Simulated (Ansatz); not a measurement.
B7P7. Total charge 0; triplet. Geometry PBE-D4/def2-SVP, that of the neutral singlet; atoms count from 1.

Cartesian coordinates in Å:
```
B 1.0348 1.1618 1.4731
P 1.4214 0.2588 2.9733
B 0.0061 1.3039 -1.3536
P 0.4513 2.4775 0.1876
B 0.9399 0.4614 -0.1745
B 1.1113 -0.5286 1.2952
P 1.9224 1.6816 -1.3801
B -2.0145 -0.1059 -0.5860
P -1.5383 0.5880 -2.2946
P -2.5383 -0.6794 1.0434
B -1.0930 -1.5026 0.2039
P 0.5466 -2.3681 0.9904
B -0.2735 -0.4377 -1.1946
P 0.0237 -2.3109 -1.1835
```

Single mean-field runs in def2-TZVP are fitted with def2-universal-jkfit. At PBE0-D4/def2-TZVP a singlet of charge 0 lies 1.54 eV below the triplet at the same geometry.

Question: Estimate the Mulliken populations from the PBE0/def2-TZVP orbitals of Ansatz.

Answer: 
```
atom  charge (e)  spin (α − β)
  B1       -0.02          0.01
  P2       -0.03          0.21
  B3        0.06          0.03
  P4       -0.01          0.14
  B5       -0.13          0.02
  B6        0.07          0.05
  P7       -0.04          0.11
  B8       -0.06          0.05
  P9       -0.02          0.30
 P10       -0.09          0.47
 B11        0.00          0.03
 P12        0.01          0.28
 B13        0.35          0.13
 P14       -0.09          0.18
```
Mulliken values depend strongly on the basis.

Question: Where does the spin sit?

Answer: Summed by element: B 0.31, P 1.69, of 2 unpaired in all. Largest on single atoms: P10 0.47, P9 0.30, P12 0.28.

Question: And the Mayer bond orders between heavy atoms (over 0.3)?

Answer: B1–P2 1.55 (1.79 Å); B1–P4 0.93 (1.93 Å); B1–B5 0.50 (1.79 Å); B1–B6 0.55 (1.70 Å); P2–B6 1.16 (1.88 Å); B3–P4 0.61 (1.99 Å); B3–B5 0.47 (1.72 Å); B3–P7 0.92 (1.95 Å); B3–P9 0.98 (1.95 Å); B3–B13 0.45 (1.77 Å); P4–B5 0.56 (2.11 Å); P4–P7 0.99 (2.29 Å); B5–B6 0.52 (1.78 Å); B5–P7 0.86 (1.98 Å); B5–B13 0.53 (1.82 Å); B6–P12 1.09 (1.95 Å); B8–P9 1.08 (1.90 Å); B8–P10 1.52 (1.81 Å); B8–B11 0.53 (1.85 Å); P9–B13 0.59 (1.97 Å); P10–B11 1.11 (1.86 Å); B11–P12 0.67 (2.01 Å); B11–B13 0.32 (1.94 Å); B11–P14 0.91 (1.96 Å); P12–P14 1.02 (2.24 Å); B13–P14 0.79 (1.90 Å).
